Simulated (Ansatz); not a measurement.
Relaxation of C2H6OSi (10 atoms, charge 0, multiplicity 1), to a largest force component of 0.02 eV/Å in at most 50 steps.

All numbers below come from Ansatz 0.2.0, RKS B3LYP-D4/6-31G*.

```xyz
10
Properties=species:S:1:pos:R:3
C -1.034 0.619 -0.367
C -0.199 -0.225 0.599
Si 1.526 -0.630 -0.081
O 2.008 -2.007 -0.459
H -1.175 0.092 -1.309
H -2.015 0.827 0.056
H -0.548 1.570 -0.580
H -0.733 -1.156 0.806
H -0.127 0.308 1.552
H 2.296 0.602 -0.216
```

**Question.** Where does it end, and by what steps?

**Answer.** It converged. The force dipped under the threshold on the way, but the program's further checks kept it going. After 16 steps the energy has fallen by 0.070 eV; O4 moved furthest, 0.48 Å.

| step | energy less start (eV) | largest force component (eV/Å) | accepted |
| --- | --- | --- | --- |
| 0 | 0.0000 | 1.488 | yes |
| 1 | -0.0543 | 0.666 | yes |
| 2 | -0.0631 | 0.107 | yes |
| 3 | -0.0639 | 0.100 | yes |
| 4 | -0.0654 | 0.069 | yes |
| 5 | -0.0674 | 0.045 | yes |
| 6 | -0.0677 | 0.076 | yes |
| 7 | -0.0668 | 0.432 | no |
| 8 | -0.0688 | 0.032 | yes |
| 9 | -0.0692 | 0.143 | yes |
| 10 | -0.0696 | 0.081 | yes |
| 11 | -0.0699 | 0.017 | yes |
| 12 | -0.0701 | 0.031 | yes |
| 13 | -0.0702 | 0.087 | yes |
| 14 | -0.0703 | 0.036 | yes |
| 15 | -0.0699 | 0.050 | no |
| 16 | -0.0704 | 0.004 | yes |

```xyz
10
Properties=species:S:1:pos:R:3
C -1.021 0.682 -0.338
C -0.239 -0.302 0.554
Si 1.495 -0.647 -0.072
O 2.239 -1.987 -0.040
H -1.209 0.260 -1.331
H -1.992 0.924 0.107
H -0.477 1.624 -0.475
H -0.766 -1.257 0.662
H -0.140 0.110 1.570
H 2.109 0.593 -0.638
```

Whether the end is a true minimum wasn't checked by a vibrational analysis.

Time of the run: 54 s on 1 thread of Arm Neoverse V1 (shared host), peak memory 0.14 GiB.
